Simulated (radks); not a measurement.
The numbers below are computed, except where a source is named.
Au2+, configuration [Xe] 4f14 5d9.

Code: a radial shooting solver on a logarithmic mesh with Libxc functionals. Model: Dirac Kohn-Sham, BLYP, spin-unpolarised, spherical densities, point nucleus; open shells are shared between the two j in proportion to 2j + 1; speed of light set to 116.481 atomic units (0.85 times the physical value, a model run).

Energy parts (hartree):
part                       energy
total                 -19648.0070
kinetic                24401.1126
electron-nucleus      -51136.8467
Hartree                 7466.6419
exchange-correlation    -378.9149

Orbitals (lengths in bohr, moments of r in powers of bohr; <r^-3> diverges for s and p1/2):
| orbital | occ. | eigenvalue (hartree) | <r^2> | <r> | <1/r> | <r^-3> | small-component weight |
|---|---|---|---|---|---|---|---|
| 1s1/2 | 2 | -3109.326 | 0.0003526 | 0.01583 | 106.5 | - | 1.31e-01 |
| 2s1/2 | 2 | -562.9980 | 0.005261 | 0.06598 | 26.71 | - | 3.04e-02 |
| 2p1/2 | 2 | -538.9930 | 0.003645 | 0.05355 | 26.57 | - | 3.05e-02 |
| 2p3/2 | 4 | -434.9437 | 0.005302 | 0.06591 | 19.39 | 21890 | 2.55e-02 |
| 3s1/2 | 2 | -133.8378 | 0.03500 | 0.1743 | 9.525 | - | 1.01e-02 |
| 3p1/2 | 2 | -123.3508 | 0.03177 | 0.1646 | 9.402 | - | 1.00e-02 |
| 3p3/2 | 4 | -100.2533 | 0.04090 | 0.1875 | 7.538 | 5222 | 8.59e-03 |
| 3d3/2 | 4 | -83.93165 | 0.03131 | 0.1631 | 7.421 | 903.7 | 8.42e-03 |
| 3d5/2 | 6 | -79.47985 | 0.03374 | 0.1698 | 7.056 | 694.6 | 8.07e-03 |
| 4s1/2 | 2 | -30.05175 | 0.1710 | 0.3887 | 3.957 | - | 3.45e-03 |
| 4p1/2 | 2 | -25.61635 | 0.1741 | 0.3905 | 3.831 | - | 3.32e-03 |
| 4p3/2 | 4 | -20.03123 | 0.2205 | 0.4401 | 3.195 | 1266 | 2.77e-03 |
| 4d3/2 | 4 | -13.20509 | 0.2333 | 0.4488 | 2.983 | 197.5 | 2.49e-03 |
| 4d5/2 | 6 | -12.27694 | 0.2496 | 0.4645 | 2.854 | 147.0 | 2.35e-03 |
| 4f5/2 | 6 | -3.67782 | 0.3032 | 0.4995 | 2.466 | 30.03 | 1.83e-03 |
| 4f7/2 | 8 | -3.48988 | 0.3155 | 0.5094 | 2.417 | 27.96 | 1.78e-03 |
| 5s1/2 | 2 | -5.25655 | 0.8764 | 0.8835 | 1.582 | - | 8.84e-04 |
| 5p1/2 | 2 | -3.80209 | 1.025 | 0.9523 | 1.446 | - | 7.60e-04 |
| 5p3/2 | 4 | -2.83865 | 1.352 | 1.093 | 1.218 | 211.8 | 5.91e-04 |
| 5d3/2 | 3.6 | -1.04311 | 2.527 | 1.469 | 0.8956 | 19.02 | 3.31e-04 |
| 5d5/2 | 5.4 | -0.95734 | 2.806 | 1.546 | 0.8471 | 13.45 | 2.99e-04 |

The highest occupied level is 5d5/2 at -26.050 eV. The density falls to 0.001 e/bohr^3 at r = 3.55 bohr.
